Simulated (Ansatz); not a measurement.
Single points on the cluster Hg₃S₂⁺.

```yaml
crystal:
  periodic: [false, false, false]
  atoms:
    - {symbol: Hg, position_ang: [-1.210030, 1.262916, -0.618061]}
    - {symbol: Hg, position_ang: [-0.891332, -3.557939, 0.090629]}
    - {symbol: Hg, position_ang: [1.669955, 0.572944, 0.571652]}
    - {symbol: S, position_ang: [0.699278, 2.792072, -0.072713]}
    - {symbol: S, position_ang: [-0.267871, -1.069992, 0.028483]}
basis:
  gaussian: {orbitals: def2-SVP, initial_orbitals: start.molden}
total_charge: 1
magnetization: {spin_polarized: true, initial_magnetization: 1}
correlation: {method: ccsd_t}
scf: {omitted_lower_state_checks: [starts, cluster_reference]}
output: {orbitals: {seedname: orbitals}}
```

The file start.molden holds the orbitals of an earlier run on this structure, at another level or in another basis.

```sh
$ ansatz run in.yaml --threads 4 --pin off --events-out ev --progress --plain --max-ram 4787MiB
```

Output, abridged:

```
Functional definition: HF
1294 factors; integrals over basis functions are off by at most 3.4e-4 eV
mean field evaluation 1: about -34069.3563 eV, gradient 1.9e1 eV
mean field evaluation 2: about -34071.1619 eV, gradient 1.6e0 eV
mean field evaluation 4: about -34071.9398 eV, gradient 1.5e0 eV
mean field evaluation 8: about -34071.9637 eV, gradient 3.5e-3 eV
mean field -34071.96368590 eV, -1252.1215706504 hartree, gradient 8.6e-6 eV, S^2 1.090514; 0 other end points of the search recorded, 0 dependent functions left out
10 core orbitals not correlated: weight in the atoms' cores, before any rotation towards them, 1.000 or more for the frozen orbitals, at most 0.000 for the correlated occupied ones
reference -34071.96368590 eV, -1252.1215706504 hartree; 36, 35 occupied and 86, 87 virtual orbitals, 1294 factors
second order -35.73622392 eV of doubles, -0.00000000 eV of singles
cycle   1  -32.89734642 eV  change     2.8e0 eV  update   2.3e-1
cycle   2  -34.18179033 eV  change    -1.3e0 eV  update   7.4e-2
cycle   3  -34.49242714 eV  change   -3.1e-1 eV  update   6.3e-2
cycle   4  -34.48022474 eV  change    1.2e-2 eV  update   3.1e-2
cycle   5  -34.48469530 eV  change   -4.5e-3 eV  update   1.7e-2
cycle   6  -34.51481173 eV  change   -3.0e-2 eV  update   7.3e-3
cycle   7  -34.51955416 eV  change   -4.7e-3 eV  update   4.2e-3
cycle   8  -34.51813711 eV  change    1.4e-3 eV  update   1.8e-3
cycle   9  -34.51954970 eV  change   -1.4e-3 eV  update   9.5e-4
cycle  10  -34.51943003 eV  change    1.2e-4 eV  update   5.2e-4
cycle  11  -34.51900885 eV  change    4.2e-4 eV  update   3.2e-4
cycle  12  -34.51954443 eV  change   -5.4e-4 eV  update   2.0e-4
cycle  13  -34.51946808 eV  change    7.6e-5 eV  update   1.2e-4
cycle  14  -34.51953600 eV  change   -6.8e-5 eV  update   7.0e-5
perturbative correction -1.15542112 eV, -0.0424609430 hartree
Total energy: -34107.63864302 eV, -1253.4326011432 hartree
Checks for a lower state left out: starts, cluster_reference
```

Run time 5.1 min (4 threads of Arm Neoverse V2 on a shared host), peak host memory 3.8 GiB.

The first input with `gaussian: {orbitals: def2-TZVP, initial_orbitals: start.molden}`, `hamiltonian: {xc: r2scan, dispersion: d4}`, `scf: {omitted_lower_state_checks: [starts]}` and without the key `correlation` (abridged; 17 s):

```
Functional definition: r2SCAN
mean field -34198.62567488 eV, -1256.7763128906 hartree, gradient 2.6e-5 eV, S^2 0.776620
Total energy: -34198.68491488 eV, -1256.7784899205 hartree
Checks for a lower state left out: starts
```

First input, but with `gaussian: {orbitals: def2-TZVP, initial_orbitals: start.molden}`, `hamiltonian: {xc: {name: r2SCAN0}, dispersion: d4}`, `scf: {omitted_lower_state_checks: [starts]}` and without the key `correlation` (abridged; 25 s):

```
Functional definition: r2SCAN0
mean field -34193.32321127 eV, -1256.5814509473 hartree, gradient 2.4e-5 eV, S^2 0.823614
Total energy: -34193.40125495 eV, -1256.5843189996 hartree
Checks for a lower state left out: starts
```

Geometry: PBE-D4/def2-SVP.

In the def2 sets Hg takes a core potential; there is no spin–orbit coupling. Correlated methods freeze 10 core orbitals; core or outer-core shells of Hg are correlated, in sets that lack core-valence functions. At CCSD(T)/def2-SVP the charge 1 doublet is spin-contaminated (final ⟨S²⟩ up to 1.09, 0.75 for a pure state). Another isomer (doublet) lies 1.53 eV lower at PBE0-D4/def2-TZVP; other spin states weren't run for this one.
